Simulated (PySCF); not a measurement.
Structure problem from calculated spectra and properties.

Formula: C4H12BN.

| Property | Result |
| --- | --- |
| 1H NMR | chemical shifts (computed TMS as zero) by class: 3.43 (2 H), 1.03 (6 H), 0.78 (4 H) ppm [GIAO B97-2/pcSseg-2] |
| 13C NMR | chemical shifts (computed TMS as zero) by class: 17.1 (2 C), 12.9 (2 C) ppm [GIAO B97-2/pcSseg-2] |
| Dipole | 1.31 D [B97-2/pcSseg-2] |
| NMR, other nuclei | isotropic shieldings of nuclei other than C and H, by class: 54 (1 B), 164 (1 N) ppm [GIAO B97-2/pcSseg-2] |
| Rotational structure | rotational constants A, B, C: 3.629, 2.763, 1.809 GHz [PBE0-D3(BJ)/def2-TZVP] |

Gas-phase values; electronic properties from PySCF, density fitting. Levels stand in brackets. One conformer (not necessarily the lowest) at the PBE0-D3(BJ)/def2-TZVP geometry, without solvent, vibrations or thermal averaging. NMR classes are plain means over equivalent atoms (diastereotopic ones count apart unless rotation or inversion swaps them), as if these changed places fast.

Question: Propose a structure and show how it fits.

Answer: Numbering: `[CH3:1][CH2:2][B:3]([NH2:4])[CH2:5][CH3:6]`. 4 carbons fall into 2 classes; from least to most shielded: sp3 carbon bound to boron [C2/C5] (17.1 ppm, 2 C, up to 4.3 ppm apart in this geometry), methyl carbon [C1/C6] (12.9 ppm, 2 C). Hydrogen classes from least to most shielded: 2 H on a boron-bound nitrogen, N4 (3.43 ppm), 6 H on 2 methyl carbons, C1/C6 (1.03 ppm, a mean of values up to 0.6 ppm apart in this geometry), 4 H on 2 like atoms (sp3 carbon bound to boron), C2/C5 (0.78 ppm). The other shieldings belong to: 54 ppm, three-coordinate boron [B3]; 164 ppm, boron-bound nitrogen [N4]. The optimised geometry has point group C1 and is an asymmetric top. Structure: `B(CC)(CC)N` (aminodiethylborane). The assignments are read from this structure; whether some other isomer fits the data as well wasn't checked.

The values belong to the conformer `[CH3:1][CH2:2][B:3]([NH2:4])[CH2:5][CH3:6]`: C1–C2–B3–N4 86°, C2–B3–C5–C6 44°, H–N4–B3–C2 -177°, H–N4–B3–C2 3°.
